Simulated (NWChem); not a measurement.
The numbers come from NWChem runs, not from measurements. System: H2Be, charge 0, spin multiplicity 1, at a geometry optimised with PBE0/def2-SVP. The structure started from a generated list of species. Level: MP2/def2-TZVP, 1 core orbitals frozen.

Part of the output:

```
             Northwest Computational Chemistry Package (NWChem) 7.3.0
             --------------------------------------------------------

                                NWChem Input Module
                                -------------------

 Scaling coordinates for geometry "geometry" by  1.889725989
 (inverse scale =  0.529177249)

 Turning off AUTOSYM since
 SYMMETRY directive was detected!

                             Geometry "geometry" -> ""
                             -------------------------

 Output coordinates in angstroms (scale by  1.889725989 to convert to a.u.)

  No.       Tag          Charge          X              Y              Z
 ---- ---------------- ---------- -------------- -------------- --------------
    1 Be                   4.0000     0.00000000     0.00000000     0.00000000
    2 H                    1.0000     0.00000000     0.00000000     1.33899100
    3 H                    1.0000     0.00000000     0.00000000    -1.33899100

 Effective nuclear repulsion energy (a.u.)       3.3592508213

            Nuclear Dipole moment (a.u.)
            ----------------------------
        X                 Y               Z
 ---------------- ---------------- ----------------
     0.0000000000     0.0000000000     0.0000000000

      Symmetry information
      --------------------

 Group name             D2h
 Group number             26
 Group order               8
 No. of unique centers     2

      Symmetry unique atoms

     1    2


 Summary of "ao basis" -> "" (spherical)
 ------------------------------------------------------------------------------
       Tag                 Description            Shells   Functions and Types
 ---------------- ------------------------------  ------  ---------------------
 *                         def2-tzvp                  on all atoms

 Summary of "ao basis" -> "ao basis" (spherical)
 ------------------------------------------------------------------------------
       Tag                 Description            Shells   Functions and Types
 ---------------- ------------------------------  ------  ---------------------
 Be                        def2-tzvp                 9       19   5s3p1d
 H                         def2-tzvp                 4        6   3s1p

                                 NWChem SCF Module
                                 -----------------

  ao basis        = "ao basis"
  functions       =    31
  atoms           =     3
  closed shells   =     3
  open shells     =     0
  charge          =   0.00
  wavefunction    = RHF
  use symmetry    = T
  symmetry adapt  = T

 Summary of "ao basis" -> "ao basis" (spherical)
 ------------------------------------------------------------------------------
       Tag                 Description            Shells   Functions and Types
 ---------------- ------------------------------  ------  ---------------------
 Be                        def2-tzvp                 9       19   5s3p1d
 H                         def2-tzvp                 4        6   3s1p

      Symmetry analysis of basis
      --------------------------

        ag         11
        au          0
        b1g         1
        b1u         7
        b2g         2
        b2u         4
        b3g         2
        b3u         4

 Forming initial guess at       0.0s

      Superposition of Atomic Density Guess
      -------------------------------------

 Sum of atomic energies:         -15.57219827

      Non-variational initial energy
      ------------------------------

 Total energy =     -15.622515
 1-e energy   =     -26.515919
 2-e energy   =       7.534153
 HOMO         =      -0.352368
 LUMO         =       0.035929

      Symmetry analysis of molecular orbitals - initial
      -------------------------------------------------

 !! scf_movecs_sym_adapt:   14 vectors were symmetry contaminated

  Symmetry fudging

 !! scf_movecs_sym_adapt:   14 vectors were symmetry contaminated

  Numbering of irreducible representations:

     1 ag          2 au          3 b1g         4 b1u         5 b2g
     6 b2u         7 b3g         8 b3u

  Orbital symmetries:

     1 ag          2 ag          3 b1u         4 b3u         5 b2u
     6 ag          7 ag          8 b1u         9 b3u        10 b2u
[...]
       Symmetry analysis of molecular orbitals - final
       -----------------------------------------------

  Numbering of irreducible representations:

     1 ag          2 au          3 b1g         4 b1u         5 b2g
     6 b2u         7 b3g         8 b3u

  Orbital symmetries:

     1 ag          2 ag          3 b1u         4 b3u         5 b2u
     6 ag          7 b1u         8 ag          9 b3u        10 b2u
    11 ag         12 b1u        13 b3g

             Final eigenvalues
             -----------------

              1
    1   -4.6827
    2   -0.4887
    3   -0.4470
    4    0.0695
    5    0.0695
    6    0.0736
    7    0.1763
    8    0.1859
    9    0.3621
   10    0.3621
   11    0.4427
   12    0.4577
   13    0.4759

                       ROHF Final Molecular Orbital Analysis
                       -------------------------------------

 Vector    2  Occ=2.000000D+00  E=-4.886698D-01  Symmetry=ag
              MO Center= -1.5D-18,  4.0D-18,  7.1D-16, r^2= 2.1D+00
   Bfn.  Coefficient  Atom+Function         Bfn.  Coefficient  Atom+Function
  ----- ------------  ---------------      ----- ------------  ---------------
     3      0.322718  1 Be s                  4      0.218516  1 Be s
    21      0.203473  2 H  s                 27      0.203473  3 H  s
     2     -0.166373  1 Be s

 Vector    3  Occ=2.000000D+00  E=-4.470162D-01  Symmetry=b1u
              MO Center= -2.1D-33,  3.9D-33,  4.7D-17, r^2= 2.2D+00
   Bfn.  Coefficient  Atom+Function         Bfn.  Coefficient  Atom+Function
  ----- ------------  ---------------      ----- ------------  ---------------
     8      0.399694  1 Be pz                21     -0.218246  2 H  s
    27      0.218246  3 H  s

 Vector    4  Occ=0.000000D+00  E= 6.953516D-02  Symmetry=b3u
              MO Center= -9.3D-21, -5.4D-37,  1.3D-19, r^2= 4.7D+00
   Bfn.  Coefficient  Atom+Function         Bfn.  Coefficient  Atom+Function
  ----- ------------  ---------------      ----- ------------  ---------------
    12      0.827253  1 Be px                 6     -0.246934  1 Be px

 Vector    5  Occ=0.000000D+00  E= 6.953516D-02  Symmetry=b2u
              MO Center= -1.2D-33,  3.1D-18, -3.4D-19, r^2= 4.7D+00
   Bfn.  Coefficient  Atom+Function         Bfn.  Coefficient  Atom+Function
  ----- ------------  ---------------      ----- ------------  ---------------
    13      0.827253  1 Be py                 7     -0.246934  1 Be py

 Vector    6  Occ=0.000000D+00  E= 7.361746D-02  Symmetry=ag
              MO Center=  6.6D-34, -4.5D-18,  1.5D-17, r^2= 1.2D+01
   Bfn.  Coefficient  Atom+Function         Bfn.  Coefficient  Atom+Function
  ----- ------------  ---------------      ----- ------------  ---------------
     5      2.202000  1 Be s                  4     -1.441405  1 Be s
    22     -0.315347  2 H  s                 28     -0.315347  3 H  s
     3      0.216079  1 Be s

 center of mass
 --------------
 x =   0.00000000 y =   0.00000000 z =   0.00000000

 moments of inertia (a.u.)
 ------------------
          12.905300164857           0.000000000000           0.000000000000
           0.000000000000          12.905300164857           0.000000000000
           0.000000000000           0.000000000000           0.000000000000

  Mulliken analysis of the total density
  --------------------------------------

    Atom       Charge   Shell Charges
 -----------   ------   -------------------------------------------------------
    1 Be   4     3.81   1.02  0.96  0.52  0.37  0.02  0.73  0.01  0.13  0.05
    2 H    1     1.10   0.23  0.56  0.30  0.01
    3 H    1     1.10   0.23  0.56  0.30  0.01

       Multipole analysis of the density wrt the origin
       ------------------------------------------------

     L   x y z        total         open         nuclear
     -   - - -        -----         ----         -------
     0   0 0 0     -0.000000      0.000000      6.000000

     1   1 0 0      0.000000      0.000000      0.000000
     1   0 1 0     -0.000000      0.000000      0.000000
     1   0 0 1     -0.000000      0.000000      0.000000

     2   2 0 0     -4.950251      0.000000      0.000000
     2   1 1 0     -0.000000      0.000000      0.000000
     2   1 0 1      0.000000      0.000000      0.000000
     2   0 2 0     -4.950251      0.000000      0.000000
     2   0 1 1     -0.000000      0.000000      0.000000
     2   0 0 2     -8.955559      0.000000     12.805100

                   NWChem MP2 Semi-direct Energy/Gradient Module
                   ---------------------------------------------

  Basis functions       =     31
  Molecular orbitals    =     31
  Frozen core           =      1
  Frozen virtuals       =      0
  Active alpha occupied =      2
  Active beta occupied  =      2
  Active alpha virtual  =     28
  Active beta virtual   =     28
  Use MO symmetry       = T
  Use skeleton AO sym   = T

  AO/Fock/Back tols     =   1.0D-09  1.0D-09  1.0D-09

 GA uses MA = F    GA memory limited = T

 Available:
  local mem=  1.26D+08
 global mem=  1.44D+08
 local disk=  0.00D+00
  mp2_memr nvloc                    28
  nvloc new                    28
   1 passes of   2:        2097152                       3388                     96132.
   1 passes of   2: M    126154640           G      144177278           F     124057488.

 Semi-direct pass number   1 of   1  for RHF alpha+beta  at        0.1s
  vrange nnbf                   496
  mp2_eaftype                    10  avail_ma_in_mb                  1099
 EAF : mp2_eaftype filesize          10      48066.
  mp2_eaf for mointskh                     10
Node 0 wrote      0.2 Mb in      0.0 s     Agg I/O rate:  1793.1 Mb/s
 Done moints_semi at        0.1s
  mp2_eaftype                    10  avail_ma_in_mb                  1089
 EAF : mp2_eaftype filesize          10      48066.
  mp2_eaf for kh                    10
 Done maket at        0.1s
 Done multipass loop at        0.1s

          -------------------------------------------
          SCF energy                 -15.769417325394
          Correlation energy          -0.051097194096
          Singlet pairs               -0.049096096830
          Triplet pairs               -0.002001097266
          Total MP2 energy           -15.820514519490
          -------------------------------------------

          ---------------------------------------------------
                    Spin Component Scaled (SCS) MP2
          Same spin pairs                     -0.001334064844
          Same spin scaling factor             0.333333333333
          Opposite spin pairs                 -0.049763129252
          Opposite spin scaling fact.          1.200000000000
          SCS-MP2 correlation energy          -0.060160443384
          Total SCS-MP2 energy               -15.829577768778
          ---------------------------------------------------

 -----------------------
 Performance information
 -----------------------

 Timer overhead =  1.66D-07 seconds/call

               Nr. of calls         CPU time (s)                 Wall time (s)                GFlops
             ---------------    -------------------     ------------------------------   -------------------
Name         Min   Avg   Max    Min     Avg     Max     Min     Avg     Max   Mx/calls   Min     Max     Sum
mp2: moin     1     1     1   4.11E-2 4.11E-2 4.11E-2  4.11E-2 4.11E-2 4.11E-2 4.11E-2   0.0     0.0     0.0
mp2: make     1     1     1   1.15E-3 1.15E-3 1.15E-3  1.15E-3 1.15E-3 1.15E-3 1.15E-3   0.0     0.0     0.0
mp2: tota     1     1     1   5.44E-2 5.44E-2 5.44E-2  5.44E-2 5.44E-2 5.44E-2 5.44E-2   0.0     0.0     0.0

 The average no. of pstat calls per process was 3.00D+00
 with a timing overhead of 4.98D-07s

 Task  times  cpu:        0.1s     wall:        0.1s

 Total times  cpu:        0.2s     wall:        0.2s
```

Write an NWChem input that would produce this output.

Several could match; the one computed here: 
```
start mol
memory heap 200 mb stack 900 mb global 1100 mb
geometry units angstroms nocenter noautoz
  Be     0.000000     0.000000     0.000000
  H      0.000000     0.000000     1.338991
  H      0.000000     0.000000    -1.338991
  symmetry group D2h
end
basis spherical
  * library def2-tzvp
end
scf
  rhf
  nopen 0
  maxiter 100
  thresh 1e-7
  semidirect memsize 60000000 filesize 0
end
mp2
  freeze core 1
end
task mp2 energy
```
